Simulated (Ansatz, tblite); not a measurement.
Spin states of the cluster B4 (the lowest singlet isomer of a short search), each relaxed with PBE-D4/def2-TZVP in Ansatz. Electronic energies in the gas phase.

The xTB rows come from tblite. B3LYP takes the VWN-RPA correlation. Correlated methods freeze 4 core orbitals. In CCSD on the charge 0 quintet the largest single amplitude is 0.24, so its Hartree–Fock determinant may place the open shell otherwise than the density functionals do. The structure comes from a short search, and lower isomers may exist.

Singlet geometry (D2h within 0.1 Å):

```xyz
4

B     0.261   -0.742    0.480
B    -0.256    0.740   -0.485
B    -0.822   -0.682   -0.607
B     0.817    0.683    0.612
```

Triplet geometry (D4h within 0.1 Å):

Cartesian coordinates in Å:
```
B 0.310 1.089 -0.043
B -0.311 -1.089 0.043
B 1.054 -0.311 -0.273
B -1.054 0.311 0.274
```

Quintet geometry (D2h within 0.1 Å):

```xyz
4

B    -0.7451   -0.3635   -0.0959
B     0.7426    0.3681    0.0977
B     0.0629   -0.4786    1.3255
B    -0.0604    0.4740   -1.3273
```

⟨S²⟩: triplet 2.05 at PBE0-D4/def2-TZVP (pure 2.00), quintet 6.01 at PBE0-D4/def2-TZVP (pure 6.00).

Run but left out: HF/STO-3G (singlet: restricted singlet, unstable in another Hartree–Fock run and untested here); HF/def2-TZVP, HF/def2-TZVPP (singlet: restricted singlet, unstable towards broken spin symmetry); MP2/def2-TZVP, MP2/def2-TZVPP (triplet: ⟨S²⟩ 2.19, where a pure state has 2.00); MP2/def2-TZVP, MP2/def2-TZVPP (quintet: a determinant that CCSD turns far, T1 0.060).

Only these spin states were relaxed. The triplet has other bonds than the singlet, so the gap mixes isomer and spin.

```tsv
level	triplet − singlet (kcal/mol)	quintet − singlet (kcal/mol)	lowest of these	remarks
GFN1-xTB	21.0	97.9	singlet	–
GFN2-xTB	30.5	90.4	singlet	–
PBE-D4/def2-TZVP	26.2	50.7	singlet	–
revPBE-D4/def2-TZVP	22.6	47.9	singlet	–
r2SCAN-D4/def2-TZVP	19.3	37.3	singlet	–
B3LYP-D4/def2-TZVP	28.2	52.7	singlet	–
PBE0-D4/def2-TZVP	25.1	45.4	singlet	–
ωB97X-V/def2-TZVP	33.9	54.2	singlet	–
ωB97M-V/def2-TZVP	36.7	60.8	singlet	–
RPA@PBE/def2-TZVP	30.6	54.0	singlet	–
CCSD/def2-TZVPP	31.1	49.6	singlet	large T1 (0.025) (singlet), large T1 (0.060) (quintet), restricted SCF unstable (singlet), spin-contaminated (⟨S²⟩ 2.19) (triplet)
CCSD(T)/def2-TZVPP	34.4	54.9	singlet	large T1 (0.025) (singlet), large T1 (0.060) (quintet), restricted SCF unstable (singlet), spin-contaminated (⟨S²⟩ 2.19) (triplet)
```

Change of the quintet − singlet gap on mixing in exact exchange, in kcal/mol: PBE to PBE0 (25 % exact exchange) -5.3.

The xTB methods have no term that favours high spin, so they put low spin too low.
